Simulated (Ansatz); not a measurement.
`N[SiH](O)[SiH2][SiH3]` + H–F → `N[SiH](O)[SiH2]F` + SiH₄  (cleavage of the Si–Si bond)

Gas-phase electronic energies from Ansatz, PBE0-D4/def2-TZVP geometries. CBS: MP2 limit from def2 TZ/QZ plus the TZ coupled-cluster correction, frozen cores. This one scheme is used for every species. DFT in def2-TZVPP. One conformer a species, not always the lowest.

```csv
level,ΔE (kJ/mol),difference from CCSD(T)/CBS
r2SCAN-D4,-107.9,-0.9
ωB97M-V,-116.3,-9.3
B2PLYP,-120.9,-13.9
r2SCAN,-109.8,-2.8
SCS-MP2/def2-TZVPP,-120.9,-13.9
CCSD(T)/def2-TZVPP,-108.0,-1.0
SCS-MP2/def2-QZVPP,-121.0,-14.0
HF/CBS(def2),-144.8,-37.8
MP2/CBS(def2),-110.6,-3.6
CCSD/CBS(def2),-111.5,-4.5
CCSD(T)/CBS,-107.0,0
```

Largest T1 diagnostic among the species: 0.013.

The D4 term adds +9.6 kJ/mol with B3LYP and +5.6 kJ/mol with PBE0; it sums over pairs of atoms, weighted by their polarisabilities, and B3LYP, whose exchange is more repulsive, gets the larger term. In def2-TZVPP, CCSD(T) changes the Hartree–Fock value by +34.1 kJ/mol (the triples alone add +4.5 kJ/mol) and MP2 by +30.5 kJ/mol.

B3LYP here is the variant with VWN-RPA as its local correlation; programs differ in this.
